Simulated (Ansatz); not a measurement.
`BC1=CB1` and `CC1=CB1` differ in one atom or group.

Ansatz, PBE0-D4/def2-TZVP geometries, multiplicity 1. 

```json
{"property": "HOMO–LUMO gap (ωB97M-V/def2-TZVPP) / eV", "`BC1=CB1`": "11.39"}
{"property": "size of the dipole moment (ωB97M-V/def2-TZVPP) / D", "`BC1=CB1`": "1.68"}
{"property": "size of the dipole moment (PBE/def2-TZVPP) / D", "`BC1=CB1`": "1.66"}
{"property": "zero-point energy (PBE0-D4/def2-TZVP) / kJ/mol", "`BC1=CB1`": "141.0"}
{"property": "HOMO energy (B3LYP/def2-TZVPP) / eV", "`BC1=CB1`": "-7.74"}
{"property": "HOMO energy (PBE/def2-TZVPP) / eV", "`BC1=CB1`": "-6.84"}
```

Task: Give the same properties after the change, and the shifts. (Best estimate.)

Result: Ansatz gave: 
| property | `CC1=CB1` | shift |
| --- | --- | --- |
| HOMO–LUMO gap (ωB97M-V/def2-TZVPP) / eV | 12.14 | 0.75 |
| size of the dipole moment (ωB97M-V/def2-TZVPP) / D | 1.53 | -0.15 |
| size of the dipole moment (PBE/def2-TZVPP) / D | 1.60 | -0.06 |
| zero-point energy (PBE0-D4/def2-TZVP) / kJ/mol | 184.4 | 43.4 |
| HOMO energy (B3LYP/def2-TZVPP) / eV | -7.48 | 0.26 |
| HOMO energy (PBE/def2-TZVPP) / eV | -6.38 | 0.46 |

With PBE0 the HOMO rises by 0.28 eV and the LUMO rises by 0.91 eV, so the gap widens by about 0.63 eV. PBE moves the HOMO by 0.46 eV and ωB97M-V by 0.19 eV. The zero-point energy changes by 43.4 kJ/mol with +3 modes. Dipoles are sizes alone; their direction can turn.

B3LYP here is the variant with VWN-RPA as its local correlation; programs differ in this.
